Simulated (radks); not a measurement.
Values are calculated unless marked as measured or tabulated.
Spherical jellium clusters: N electrons in a uniform positive sphere of charge N and radius rs N^(1/3), rs = 2.89 bohr. Level of theory: non-relativistic Kohn-Sham, exchange-only LDA, spin-polarised, spherical densities (a radial shooting solver with Libxc functionals). Levels are named by radial order and angular momentum (1s, 1p, 1d, 2s, ...), and open shells are averaged over m.

N = 17, configuration 1s2 1p6 1d(up 5, down 4). This is the lowest configuration that the search found. Occupied and some empty levels:

| level | occupation | eigenvalue (eV) | <r> (bohr) |
|---|---|---|---|
| 1s up | 1 | -6.7304 | 4.472 |
| 1s down | 1 | -6.6047 | 4.390 |
| 1p up | 3 | -4.9748 | 5.590 |
| 1p down | 3 | -4.7879 | 5.567 |
| 1d up | 5 | -2.9882 | 6.488 |
| 1d down | 4 | -2.7872 | 6.510 |
| 2s up | 0 | -2.5623 | 5.993 |
| 2s down | 0 | -2.4657 | 6.044 |
| 1f up | 0 | -0.88966 | 7.591 |
| 1f down | 0 | -0.70828 | 7.710 |
| 2p up | 0 | -0.68033 | 8.926 |
| 2p down | 0 | -0.59783 | 9.155 |

Energy (eV): total -9.55282, kinetic 51.264, external -1229.3, Hartree 596.94, exchange-correlation -63.404, background 634.97.
